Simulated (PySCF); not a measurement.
**Spin-rotation constants: SMILES [H]/N=C\C#Cc1ccccn1, C₈H₆N₂**

Cartesian coordinates in Å; atom numbers follow the order of the lines, from 1:
```xyz
16

N    -4.500   -0.633   -0.402
C    -3.733    0.292   -0.019
C    -2.324    0.223    0.116
C    -1.128    0.071    0.200
C     0.281   -0.029    0.299
C     1.078    1.077   -0.017
C     2.451    0.944    0.082
C     2.979   -0.270    0.496
C     2.098   -1.303    0.789
N     0.789   -1.196    0.693
H    -4.031   -1.510   -0.628
H    -4.190    1.247    0.233
H     0.620    2.002   -0.333
H     3.099    1.775   -0.156
H     4.044   -0.412    0.588
H     2.460   -2.269    1.117
```

The calculation used GIAO HF/pcSseg-1 magnetisability, rotational g tensor and spin-rotation constants, non-relativistic, gas phase (PySCF). Geometry: GFN2-xTB.

(1) Give the nuclear spin-rotation constants along the inertial axes (H = +C I·J) beside the isotropic shieldings.

Answers

(1) Rotational constants 5.1682, 0.5890, 0.5334 GHz. A star marks the isotopologue with that one atom substituted, in its own axes.
| atom | isotope | Caa (kHz) | Cbb (kHz) | Ccc (kHz) | mean (kHz) | σ (ppm) |
| --- | --- | --- | --- | --- | --- | --- |
| N1 | 14N | 1.070 | 0.163 | 0.066 | 0.433 | -134.4 |
| N10 | 14N | 1.585 | 0.154 | 0.002 | 0.580 | -107.3 |
| H11 | 1H | -0.362 | 0.051 | -0.024 | -0.112 | 20.0 |
| H12 | 1H | -0.360 | 0.016 | -0.027 | -0.124 | 24.3 |
| H13 | 1H | -0.351 | 0.044 | -0.056 | -0.121 | 24.3 |
| H14 | 1H | -0.173 | 0.023 | -0.052 | -0.068 | 24.0 |
| H15 | 1H | 0.564 | -0.064 | -0.056 | 0.148 | 24.7 |
| H16 | 1H | -0.369 | 0.051 | -0.046 | -0.121 | 23.1 |
| C2 | 13C* | 2.349 | 0.202 | 0.118 | 0.890 | 36.3 |
| C3 | 13C* | 0.283 | 0.185 | 0.179 | 0.215 | 107.4 |
| C4 | 13C* | 0.355 | 0.193 | 0.186 | 0.245 | 98.8 |
| C5 | 13C* | 2.793 | 0.198 | 0.066 | 1.019 | 41.9 |
| C6 | 13C* | 1.819 | 0.275 | 0.056 | 0.717 | 58.5 |
| C7 | 13C* | 2.168 | 0.276 | 0.047 | 0.830 | 46.3 |
| C8 | 13C* | 2.526 | 0.186 | 0.048 | 0.920 | 65.0 |
| C9 | 13C* | 2.115 | 0.286 | 0.069 | 0.823 | 34.8 |

For the geometry as given, no vibrational averaging.
